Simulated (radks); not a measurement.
Excited configurations of Os: one electron is placed in a higher orbital outside [Xe] 4f14 5d6 6s1. The ground configuration is [Xe] 4f14 5d6 6s2. All-electron calculation, scalar-relativistic Kohn-Sham, LDA (Slater exchange, Perdew-Wang correlation), spin-unpolarised, spherical densities, finite nucleus; Fermi nuclear charge, rms radius 5.4126 fm. Program: a radial shooting solver on a logarithmic mesh with Libxc functionals. Excitation = E - E(ground); binding = E(ion) - E, where the ion is the core of charge +1; n* = 1/sqrt(2 binding) in atomic units, and the quantum defect is n - n*.

[
 {"outer orbital": "5f", "excitation (eV)": "8.936", "binding (eV)": "0.915", "n*": "3.856", "quantum defect": "1.144", "eigenvalue (eV)": "-0.438", "<r> (bohr)": "17.36"},
 {"outer orbital": "6p", "excitation (eV)": "5.136", "binding (eV)": "4.715", "n*": "1.699", "quantum defect": "4.301", "eigenvalue (eV)": "-2.285", "<r> (bohr)": "4.309"},
 {"outer orbital": "6d", "excitation (eV)": "8.241", "binding (eV)": "1.611", "n*": "2.907", "quantum defect": "3.093", "eigenvalue (eV)": "-0.726", "<r> (bohr)": "10.11"},
 {"outer orbital": "6f", "excitation (eV)": "9.218", "binding (eV)": "0.634", "n*": "4.634", "quantum defect": "1.366", "eigenvalue (eV)": "-0.369", "<r> (bohr)": "29.34"},
 {"outer orbital": "7s", "excitation (eV)": "7.223", "binding (eV)": "2.628", "n*": "2.275", "quantum defect": "4.725", "eigenvalue (eV)": "-1.535", "<r> (bohr)": "8.227"},
 {"outer orbital": "7p", "excitation (eV)": "8.031", "binding (eV)": "1.820", "n*": "2.734", "quantum defect": "4.266", "eigenvalue (eV)": "-1.040", "<r> (bohr)": "11.07"},
 {"outer orbital": "7d", "excitation (eV)": "8.853", "binding (eV)": "0.998", "n*": "3.691", "quantum defect": "3.309", "eigenvalue (eV)": "-0.567", "<r> (bohr)": "19.31"},
 {"outer orbital": "7f", "excitation (eV)": "9.392", "binding (eV)": "0.459", "n*": "5.444", "quantum defect": "1.556", "eigenvalue (eV)": "-0.290", "<r> (bohr)": "43.94"}
]

The Delta-SCF ionisation energy is 9.851 eV (NIST Atomic Spectra Database: 8.438 eV, measured). Self-interaction in the functional shifts the binding energies and quantum defects, so they are the method's values and not measured ones. Spin polarisation and multiplet splitting are left out, so open shells lie too high by an amount that depends on their filling. Spin-orbit splitting is averaged out at the scalar-relativistic level.

Beside tabulated values, note that spin-unpolarised runs miss the spin-polarisation part of the exchange energy of open shells.
